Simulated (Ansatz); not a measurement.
## Match the barriers

Saddle point of GeH$_{8}$O$_{2}$, singlet (GeH₄ + H₂O + H₂O → GeH₄O ([OH][GeH3]) + H₂O + H₂; bonds formed: Ge1–O7, H2–H8, H6–O9; bonds broken: Ge1–H2, H6–O7, H8–O9), PBE0-D4/def2-TZVP structure:

Ge1  (-0.433, -0.031, -1.290)
H2  (-0.459, -1.216, 0.132)
H3  (0.468, -1.071, -1.991)
H4  (-1.950, -0.277, -1.394)
H5  (-0.207, 1.259, -2.170)
H6  (0.598, 0.437, 1.151)
O7  (0.207, 1.072, 0.189)
H8  (0.114, -1.051, 1.032)
O9  (0.749, -0.511, 1.834)
H10  (0.694, 1.837, -0.129)
H11  (0.219, -0.449, 2.636)
(Å)

Program: Ansatz 0.2.0. Basis: def2-TZVPP, with def2-QZVPP for the basis limit. Cores are frozen in the correlated methods. Filled d shells of the heavier atoms are correlated. The def2 sets are not built for correlating such inner shells, so the correlated values are less sure here. B3LYP uses VWN-RPA correlation. Extrapolation: Hartree–Fock as exp(−7.88 √X), correlation as X^−2.97. Four methods, as single points on the PBE0-D4 structures, gave these electronic barriers from the start structure: 102.6, 185.9, 195.1, 278.2 kJ/mol.

Task: The methods were, in alphabetical order, B3LYP-D4, HF, MP2, SPW92. Which gave which? (Judge from chemistry; the calculation decides.)

Result: The calculation gives: SPW92 102.6; B3LYP-D4 185.9; MP2 195.1; HF 278.2 kJ/mol. For comparison, CCSD(T) at an estimated basis limit (MP2 extrapolated from triple and quadruple zeta, plus CCSD(T) − MP2 in triple zeta) gives 209.2 kJ/mol.

T1 diagnostic: at most 0.013.

Labels in which every atom is bracketed show which atoms are joined, not bond orders.

For scale, one of the runs: CCSD(T)/def2-TZVPP, 222 basis functions (an equivalent command: `ansatz run in.yaml --threads 4`). Hardware: 4 CPU threads, shared host. Wall time 93 s; peak host memory 3.7 GiB.
